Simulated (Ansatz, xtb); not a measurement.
AlH8NO3Si: which of two isomers lies lower

We compare X, `[OH][Al-]([OH])([OH])[NH2+][SiH3]`, a singlet, with Y, `[NH3+][Al@H-]([OH])[O][SiH2]O`, a singlet. Both are isolated molecules in the gas phase, relaxed with PBE0-D4/def2-SVP; the shapes shown needn't be the lowest conformers.

X (Å):

```xyz
14

Al   -2.0940    0.6187   -0.9485
N    -1.0471   -0.9957   -0.4015
O    -0.7294    1.3901   -1.7145
O    -3.2629   -0.1484   -1.9619
O    -2.5817    1.3463    0.5377
Si    0.6949   -0.7545   -0.8677
H    -0.4455    2.2705   -1.4629
H    -3.6261    0.2739   -2.7407
H    -3.5020    1.3958    0.7973
H    -1.4734   -1.7973   -0.8727
H    -1.1601   -1.1422    0.6036
H     1.2521    0.3915   -0.1117
H     0.8153   -0.7233   -2.3418
H     1.3926   -1.9899   -0.3768
```

Y (Å):

```tsv
atom	x (Å)	y (Å)	z (Å)
Al	-0.2106	0.7335	-1.0356
N	-2.1455	0.4650	-0.5402
O	-0.4744	0.4418	-2.7246
O	0.5151	-0.5793	-0.1226
O	-1.5392	-1.9505	0.8086
Si	0.1492	-1.9681	0.6123
H	-2.5813	1.2179	-0.0093
H	-2.6519	0.3546	-1.4205
H	-2.2161	-0.4160	-0.0018
H	0.2308	2.1854	-0.5518
H	0.2144	0.5098	-3.3865
H	0.7852	-2.0758	1.9594
H	0.5010	-3.1830	-0.1873
H	-1.9587	-2.7696	1.0882
```

Estimate E(Y) − E(X) at the level CCSD(T)/def2-SVP + ΔMP2/def2-TZVPP.

Calculated at CCSD(T)/def2-SVP + ΔMP2/def2-TZVPP: E(Y) − E(X) = −69.2 kJ/mol, so structure Y lies lower.

Level by level:

```
                             level          geometry  E(Y) − E(X) (kJ/mol)  departure from the last row (kJ/mol)  job, with rough time for the two
                  PBE0-D4/def2-SVP  PBE0-D4/def2-SVP                   −60.6                                  +8.6               optimisation, 3 min
                       HF/def2-SVP  PBE0-D4/def2-SVP                   −72.2                                  −3.0           part of the CCSD(T) run
                      MP2/def2-SVP  PBE0-D4/def2-SVP                   −64.6                                  +4.6           part of the CCSD(T) run
                  CCSD(T)/def2-SVP  PBE0-D4/def2-SVP                   −63.6                                  +5.7                      single point
CCSD(T)/def2-SVP + ΔMP2/def2-TZVPP  PBE0-D4/def2-SVP                   −69.2                                                     single point, 2 min
```

As drawn, Y has 2 O–Si, 1 N–H, 1 Al–H in place of 1 Al–O, 1 N–Si, 1 O–H, 1 Si–H.

The levels shown agree on the order. The largest departure from CCSD(T)/def2-SVP + ΔMP2/def2-TZVPP is that of PBE0-D4/def2-SVP, 8.6 kJ/mol. Levels run at GFN2-xTB geometries aren't shown. The last row adds to CCSD(T) the change of the MP2 difference between the two basis sets, here −5.7 kJ/mol.

With thermal terms from frequencies at re-optimised GFN2-xTB minima (ideal gas, soft modes damped towards free rotors, one conformer each, 298.15 K, 1 atm): the zero-point term adds +1.5 kJ/mol; ΔH is −68.0 and ΔG −68.9 kJ/mol.

The correlated steps freeze 14 core orbitals. Mirror images aren't counted in ΔG. Programs: Ansatz 0.2.0, xtb 6.7.1; the last row on 2 threads of Arm Neoverse V1 on a shared host.
